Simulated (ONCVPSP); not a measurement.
# Pseudopotential generation for As (Z = 33): ONCV, LDA (Perdew-Wang 92), scalar-relativistic.

```
Element                 : arsenic (As)
Generator               : ONCVPSP 4.0.1
Type                    : optimised norm-conserving Vanderbilt (ONCV)
Functional              : LDA (Perdew-Wang 92)
Relativity              : scalar-relativistic
Frozen core             : [Ar] 3d10
Valence charge          : 5
Reference configuration : 4s2 4p1.5 (charge +1.5)
Partial waves           : 4s: rc 1.70 bohr, ncon 3, nbas 6, qcut 3.2 1/bohr, 2 projectors, debl 1.9 Ha; 4p: rc 1.70 bohr, ncon 4, nbas 8, qcut 5.4 1/bohr, 1 projector
Local potential         : polynomial inside 1.55 bohr (lpopt 1, dvloc0 0 Ha)
Core correction         : Teter function, fcfact 2.75, rcfact 1.3
```

Poles of the logarithmic derivatives, all-electron (AE) and pseudo (PS). s: poles at 1.2 (AE) and 1.2 (PS) Ha. p: poles at 2.1 (AE) and 1.7 (PS) Ha. Test radii: s 1.72, p 1.72 bohr.

- Cutoffs needed: 28 Ha and 48 Ha (the cutoffs (Ha) at which the residual kinetic energy of the hardest occupied pseudo-wave falls to 1 and 0.1 mHa per electron)
- Ghost test: no bound ghost flagged; GHOST(+) flagged for s at 153.0 eV
- Largest excitation error: -23 meV (all-electron minus pseudo) for 4s0 4p5, out of 4 test configurations
- rms error of d²Exc/dni dnj: 10.39 mHa without and 4.59 mHa with the model core
